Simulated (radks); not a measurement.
Trend from Lu2+ to Hg2+: ionisation energy by Delta-SCF between NIST ground configurations, and size. Method: scalar-relativistic Kohn-Sham, r2SCAN, spin-polarised, spherical densities, finite nucleus; open shells are filled with parallel spins first (spin-orbit coupling, left out, can overturn this in heavy ions); meta-GGA in the generalised Kohn-Sham scheme; Fermi nuclear charge, rms radius of each element as measured or else 0.836 A^(1/3) + 0.57 fm; computed with a radial shooting solver on a logarithmic mesh with Libxc functionals.

[
 {"species": "Lu2+", "configuration": "[Xe] 4f14 6s1", "IE (eV)": "20.889", "NIST (eV)": "20.959", "kind": "exp.", "-e(HOMO) (eV)": "18.125 (6s)", "outermost": "6s", "<r> outermost (bohr)": "3.07", "r at 0.001 e/bohr^3 (bohr)": "4.07"},
 {"species": "Hf2+", "configuration": "[Xe] 4f14 5d2", "IE (eV)": "22.140", "NIST (eV)": "22.55", "kind": "theory", "-e(HOMO) (eV)": "17.215 (5d)", "outermost": "5d", "<r> outermost (bohr)": "2.08", "r at 0.001 e/bohr^3 (bohr)": "3.68"},
 {"species": "Ta2+", "configuration": "[Xe] 4f14 5d3", "IE (eV)": "24.400", "NIST (eV)": "23", "kind": "theory", "-e(HOMO) (eV)": "19.201 (5d)", "outermost": "5d", "<r> outermost (bohr)": "1.95", "r at 0.001 e/bohr^3 (bohr)": "3.71"},
 {"species": "W2+", "configuration": "[Xe] 4f14 5d4", "IE (eV)": "26.569", "NIST (eV)": "26.0", "kind": "semi-emp.", "-e(HOMO) (eV)": "21.115 (5d)", "outermost": "5d", "<r> outermost (bohr)": "1.85", "r at 0.001 e/bohr^3 (bohr)": "3.69"},
 {"species": "Re2+", "configuration": "[Xe] 4f14 5d5", "IE (eV)": "28.676", "NIST (eV)": "27", "kind": "theory", "-e(HOMO) (eV)": "22.976 (5d)", "outermost": "5d", "<r> outermost (bohr)": "1.75", "r at 0.001 e/bohr^3 (bohr)": "3.64"},
 {"species": "Os2+", "configuration": "[Xe] 4f14 5d6", "IE (eV)": "26.048", "NIST (eV)": "25", "kind": "theory", "-e(HOMO) (eV)": "20.717 (5d)", "outermost": "5d", "<r> outermost (bohr)": "1.71", "r at 0.001 e/bohr^3 (bohr)": "3.62"},
 {"species": "Ir2+", "configuration": "[Xe] 4f14 5d7", "IE (eV)": "28.707", "NIST (eV)": "28", "kind": "theory", "-e(HOMO) (eV)": "22.965 (5d)", "outermost": "5d", "<r> outermost (bohr)": "1.62", "r at 0.001 e/bohr^3 (bohr)": "3.58"},
 {"species": "Pt2+", "configuration": "[Xe] 4f14 5d8", "IE (eV)": "31.096", "NIST (eV)": "29", "kind": "theory", "-e(HOMO) (eV)": "25.065 (5d)", "outermost": "5d", "<r> outermost (bohr)": "1.55", "r at 0.001 e/bohr^3 (bohr)": "3.53"},
 {"species": "Au2+", "configuration": "[Xe] 4f14 5d9", "IE (eV)": "33.370", "NIST (eV)": "30", "kind": "theory", "-e(HOMO) (eV)": "27.081 (5d)", "outermost": "5d", "<r> outermost (bohr)": "1.49", "r at 0.001 e/bohr^3 (bohr)": "3.48"},
 {"species": "Hg2+", "configuration": "[Xe] 4f14 5d10", "IE (eV)": "35.578", "NIST (eV)": "34.49", "kind": "exp.", "-e(HOMO) (eV)": "29.048 (5d)", "outermost": "5d", "<r> outermost (bohr)": "1.43", "r at 0.001 e/bohr^3 (bohr)": "3.42"}
]

Reference values: NIST Atomic Spectra Database (exp. = measured, semi-emp. = semi-empirical, theory = theoretical value adopted there). Open shells are spherical and high-spin; term and fine-structure splittings are not resolved. Spin-orbit splitting is averaged out at the scalar-relativistic level.
